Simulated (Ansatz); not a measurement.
`C[SiH2]BCl` → `CBCl` + `[SiH2]`  (silylene formation by 1,1-elimination)

Gas-phase electronic energies from Ansatz, PBE0-D4/def2-TZVP geometries. CBS: MP2 limit from def2 TZ/QZ plus the TZ coupled-cluster correction, frozen cores. This one scheme is used for every species. Functionals use def2-TZVPP. One conformer a species, not always the lowest.

```json
{"level": "r2SCANh", "ΔE (eV)": "2.28"}
{"level": "RPA@PBE/def2-TZVPP", "ΔE (eV)": "1.87"}
{"level": "MP2/def2-TZVPP", "ΔE (eV)": "2.18"}
{"level": "MP2/def2-QZVPP", "ΔE (eV)": "2.23"}
```

Task: What does CCSD(T)/CBS give? (Best estimate.)

Result: Computed: +2.11 eV. The listed levels differ from it by 0.17, -0.24, 0.07, 0.12 eV.

Largest T1 diagnostic among the species: 0.014.

At CCSD(T), def2-SVP lies −0.23 eV from the extrapolated value and def2-TZVPP −0.07 eV. From BLYP to BHLYP (50 % exact exchange), in def2-TZVPP and without D4, ΔE moves by +0.20 eV. Leaving LDA and LC-ωPBE aside and taking each functional with its dispersion term where it has one, the values, not all of them listed here, spread over 0.34 eV, from BLYP-D4 to r2SCAN0-D4. LDA lies +0.30 eV from PBE without D4.
